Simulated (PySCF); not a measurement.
## Distorted geometries of [TlH2]+

[TlH2]+ (singlet). PySCF 2.14.0, RKS PBE0, Tl def2-SVP with ECP60, H def2-SVP; non-relativistic Hamiltonian with scalar-relativistic core potentials where named; density fitting; no spin-orbit coupling. Relaxed geometry:

```xyz
3

Tl    0.0000    0.0000    0.0000
H     0.0000    0.0000    1.6696
H     0.0000    0.0000   -1.6696
```

Problem. Order these distorted geometries by energy above the relaxed one, lowest first.
A.
```xyz
3

Tl    0.0098   -0.0375   -0.1169
H    -0.0049    0.1221    1.8698
H    -0.0048   -0.0846   -1.7529
```
B.
```xyz
3

Tl    0.0397    0.0348    0.0548
H    -0.1238    0.0441    1.6889
H     0.0841   -0.0789   -1.7437
```
C.
```xyz
3

Tl    0.1487    0.0416    0.1213
H    -0.0518    0.0352    1.6631
H    -0.0969   -0.0768   -1.7844
```

Solution. B (0.13 eV), A (0.54 eV), C (0.58 eV).

Problem. Which forces (eV/Å) act in the one that lies 0.54 eV up?

Solution. 
```
Tl  -0.06  0.37  3.35
H    0.04 -0.27 -2.61
H    0.02 -0.10 -0.74
```
Forces carry noise of the integration grid, about 0.01 to 0.03 eV/Å.
